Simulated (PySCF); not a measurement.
# How the method moves the HOMO and LUMO of `C=C=C=CC(F)F`

C5H4F2.
Geometry (PBE0-D3(BJ)/def2-SVP, Å), atoms numbered from 1 in this order:
```
atom  x, y, z in Å
C1     2.689   -0.419   -0.716
C2     1.529   -0.255   -0.113
C3     0.408   -0.101    0.472
C4    -0.758    0.062    1.067
C5    -2.018    0.347    0.317
F6    -2.945   -0.598    0.600
F7    -2.530    1.535    0.714
H8     3.599   -0.624   -0.143
H9     2.779   -0.353   -1.805
H10   -0.856   -0.002    2.158
H11   -1.862    0.376   -0.774
```

Basis pcSseg-1 throughout (PySCF), one geometry. Isolated species at its PBE0-D3(BJ)/def2-SVP geometry (one conformer only).

How do the orbital energies, the gap and the dipole change with the method?

```csv
method,kind,HOMO (eV),LUMO (eV),gap (eV),μ (D),SCF cycles
OPBE,GGA,-6.50,-2.90,3.60,2.41,16
PBE,GGA,-6.54,-2.98,3.56,2.46,16
KT2,GGA,-6.56,-2.98,3.58,2.57,16
BP86,GGA,-6.65,-3.09,3.56,2.50,15
B97-2,global hybrid,-7.34,-2.21,5.13,2.74,15
CAM-B3LYP,range-separated hybrid,-8.78,-1.08,7.70,2.83,13
wB97X-D,range-separated hybrid,-9.33,-0.49,8.84,2.84,14
```

The HOMO spans 2.83 eV, from OPBE down to wB97X-D, and the gap runs from 3.56 eV (PBE) to 8.84 eV (wB97X-D). The dipole ranges from 2.41 D (OPBE) to 2.84 D (wB97X-D). This basis has no diffuse functions.
